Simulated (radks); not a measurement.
Results of a calculation; reference values are marked as such.
All-electron atom: Cs in [Kr] 4d10 5s2 5p5 6s2 (not the ground configuration).

Code: a radial shooting solver on a logarithmic mesh with Libxc functionals. Model: scalar-relativistic Kohn-Sham, PBE, spin-polarised, spherical densities, point nucleus; open shells are filled with parallel spins first (spin-orbit coupling, left out, can overturn this in heavy ions).

Energy parts (hartree):
total: -7786.4721
kinetic: 8204.2423
electron-nucleus: -18833.9643
Hartree: 3035.0255
exchange-correlation: -191.7756

Orbitals (lengths in bohr, moments of r in powers of bohr):
| orbital | occ. | eigenvalue (hartree) | <1/r> | <r^2> |
|---|---|---|---|---|
| 1s up | 1 | -1315.819 | 59.40 | 0.0009250 |
| 1s down | 1 | -1315.817 | 59.40 | 0.0009250 |
| 2s up | 1 | -206.5535 | 13.64 | 0.01483 |
| 2s down | 1 | -206.5527 | 13.64 | 0.01483 |
| 2p up | 3 | -185.3015 | 13.00 | 0.01177 |
| 2p down | 3 | -185.3000 | 13.00 | 0.01177 |
| 3s up | 1 | -43.08562 | 4.917 | 0.1022 |
| 3s down | 1 | -43.08411 | 4.917 | 0.1022 |
| 3p up | 3 | -36.24743 | 4.668 | 0.1023 |
| 3p down | 3 | -36.24571 | 4.668 | 0.1023 |
| 3d up | 5 | -26.21338 | 4.423 | 0.08839 |
| 3d down | 5 | -26.21171 | 4.423 | 0.08839 |
| 4s up | 1 | -8.27587 | 2.017 | 0.5446 |
| 4s down | 1 | -8.27240 | 2.017 | 0.5445 |
| 4p up | 3 | -6.08965 | 1.855 | 0.6219 |
| 4p down | 3 | -6.08612 | 1.855 | 0.6216 |
| 4d up | 5 | -2.90802 | 1.584 | 0.8141 |
| 4d down | 5 | -2.90306 | 1.586 | 0.8115 |
| 5s up | 1 | -1.14177 | 0.7658 | 3.300 |
| 5s down | 1 | -1.11402 | 0.7674 | 3.301 |
| 5p up | 3 | -0.63813 | 0.6444 | 4.603 |
| 5p down | 2 | -0.61027 | 0.6423 | 4.661 |
| 5d up | 0 | -0.07542 | 0.3587 | 16.56 |
| 5d down | 0 | -0.06321 | 0.3369 | 19.02 |
| 6s up | 1 | -0.11688 | 0.2553 | 27.20 |
| 6s down | 1 | -0.11398 | 0.2509 | 27.96 |
| 6p up | 0 | -0.04612 | 0.1896 | 48.83 |
| 6p down | 0 | -0.04522 | 0.1874 | 50.04 |

The highest occupied level is 6s down at -3.102 eV. Spin moment in Bohr magnetons: 1.
